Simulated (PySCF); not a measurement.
**Dipole moment and polarisability of `C[SiH2]c1ccccc1`**

C7H10Si.
Numbering: `[CH3:1][SiH2:2][c:3]1[cH:4][cH:5][cH:6][cH:7][cH:8]1` (hydrogens: H9, H10, H11 on C1; H12, H13 on Si2; H14 on C4; H15 on C5; H16 on C6; H17 on C7; H18 on C8)

Structure used (GFN2-xTB), in Å, numbered top down from 1:
```xyz
18
C7H10Si angstrom
C      2.687    0.532   -1.101
Si     1.858   -0.631    0.152
C      0.002   -0.281    0.224
C     -0.519    0.653    1.116
C     -1.877    0.911    1.176
C     -2.747    0.234    0.337
C     -2.248   -0.694   -0.561
C     -0.889   -0.945   -0.613
H      2.549    1.574   -0.825
H      3.755    0.345   -1.157
H      2.276    0.400   -2.098
H      2.434   -0.417    1.486
H      2.061   -2.028   -0.256
H      0.152    1.185    1.776
H     -2.259    1.638    1.878
H     -3.809    0.428    0.385
H     -2.923   -1.223   -1.220
H     -0.510   -1.674   -1.316
```

Level: B3LYP/def2-SVPD (PySCF), static field, nuclei fixed, core orbitals frozen in the response. The polarisability tensor in these axes (au):

```
x   136.52  -3.61  -3.11
y    -3.61  91.77  14.27
z    -3.11  14.27  93.86
```

**Question.** Diagonalise the tensor; give its mean and Δα, where Δα² is half the sum of the squared differences of the eigenvalues.

**Answer.** Principal values 78.50, 106.38 and 137.27 au; mean 107.38 au = 15.91 Å³ = 17.70 × 10⁻⁴⁰ C²·m²/J; Δα = 50.92 au (47 % of the mean).

**Question.** What is the dipole moment, and where does it point?

**Answer.** (-0.31, 0.43, -0.33) D, 0.62 D in size, pointing from the negative to the positive side. Measured along this direction, the outermost atoms are H13 and H12 at the negative end and H16 at the positive end.

**Question.** Form Σ f/ω² (atomic units) for the 8 lowest TDDFT singlets, given as eV and f, and set it beside the mean polarisability, which is this sum over all singlets: 5.34, 0.0010; 5.92, 0.0971; 6.53, 0.0170; 6.66, 0.1618; 6.67, 0.0878; 6.72, 0.0222; 6.79, 0.5228; 6.82, 0.1670.

**Answer.** They add up to 17.95 au, 16.7 % of the 107.38 au; the largest single term is 8.39 au, from the state at 6.79 eV. Terms in order: 0.03, 2.05, 0.30, 2.70, 1.46, 0.36, 8.39, 2.66 au. Higher excitations give the rest. The strengths listed sum to 1.077.

**Question.** What depolarisation ratio follows for Rayleigh scattering of linearly polarised light, taking the static tensor?

**Answer.** ρ = 3Δα²/(45ᾱ² + 4Δα²) = 7777.3/(518879 + 10369.7) = 0.0147.

**Question.** Directions of the eigenvectors, and the extent of the frame along each?

**Answer.** Largest value along (0.99, -0.11, -0.11), where the nuclei span 7.65 Å; middle along (0.16, 0.67, 0.73), 4.27 Å; least along (0.01, 0.73, -0.68), 3.03 Å. The response follows the extents in order.

**Question.** What molar refraction does this α imply?

**Answer.** Lorentz–Lorenz: R = (4π/3)N_A α = 2.5225 cm³/(mol·Å³) × 15.91 Å³ = 40.1 cm³/mol, in the limit of long wavelengths.

Isolated species at its GFN2-xTB geometry (one conformer only).

These values come from a run that also computed excited states. On x86-64 server, one thread, no GPU (shared host), this took 71 s.
